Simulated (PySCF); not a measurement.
**Ti: ionisation energy**

Ti [Ar] 3d2 4s2 (3F) → Ti+ [Ar] 3d2 4s1 (4F), as a difference of total energies. All numbers are calculated (PySCF 2.14, the spin-free X2C one-electron Hamiltonian (Gaussian nucleus), in x2c-TZVPall (6s5p4d1f, 48 functions)). Correlated levels: valence: [Ar] frozen. The calculations carry no spin-orbit coupling.

Question: Order these methods by the ionisation energy they give, lowest first.
A. SCS-MP2 (valence)
B. M06-2X
C. UHF
D. MP2 (valence)

Answer: C (5.561 eV), D (6.289 eV), A (6.442 eV), B (7.179 eV).

Errors of the correlated levels include the incompleteness of this basis and the frozen core.

MP2 underrates the near-degeneracy of ns² with np² in the lower species.

For comparison: 6.828 eV (measured; NIST levels, between the centres of gravity of the two terms).
